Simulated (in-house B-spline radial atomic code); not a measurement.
Relativistic effects in In3+, [Kr] 4d10: non-relativistic Hartree-Fock (point nucleus) against Dirac-Hartree-Fock (Fermi nucleus of rms radius 4.6156 fm), both averages of the configuration, computed with a radial B-spline atomic code at the basis-set limit.

```tsv
orbital	ε NR (Eh)	ε Dirac (Eh)	<r> NR (bohr)	<r> Dirac (bohr)	change of <r> (%)
1s1/2	-998.86	-1033.9	0.03105	0.02971	-4.3
2s1/2	-150.45	-159.01	0.1341	0.1279	-4.6
2p1/2	-140.23	?	0.1147	?	?
2p3/2	-140.23	-140.12	0.1147	0.1138	-0.8
3s1/2	-30.673	-32.477	0.3595	0.3465	-3.6
3p1/2	-26.426	-27.953	0.3514	0.3382	-3.8
3p3/2	-26.426	-26.504	0.3514	0.3489	-0.7
3d3/2	-18.643	?	0.3232	?	?
3d5/2	-18.643	-18.298	0.3232	0.3246	+0.4
4s1/2	-6.0185	-6.3741	0.8824	0.8539	-3.2
4p1/2	-4.5571	-4.8274	0.9378	0.9065	-3.3
4p3/2	-4.5571	-4.5717	0.9378	0.9338	-0.4
4d3/2	-2.1078	-2.1003	1.136	1.135	-0.1
4d5/2	-2.1078	-2.0648	1.136	1.149	+1.2
```

(1) What happens to 2p1/2?

(2) What happens to 3d3/2?

(3) What explains the pattern of contraction and expansion?

(4) By how much does the total energy change?

Results:

(1) Its energy goes to -147.91 hartree and <r> to 0.1086 bohr (-5.35 %).

(2) Its energy goes to -18.59 hartree and <r> to 0.3212 bohr (-0.63 %).

(3) Expansion is seen in 3d5/2, 4d5/2. The s and p1/2 orbitals contract directly, screen the nucleus better, and so push out orbitals that have little density near the nucleus; spin-orbit coupling adds to this for j = l + 1/2 and opposes it for j = l - 1/2.

(4) By -140.2 hartree, from -5738.441 to -5878.639.
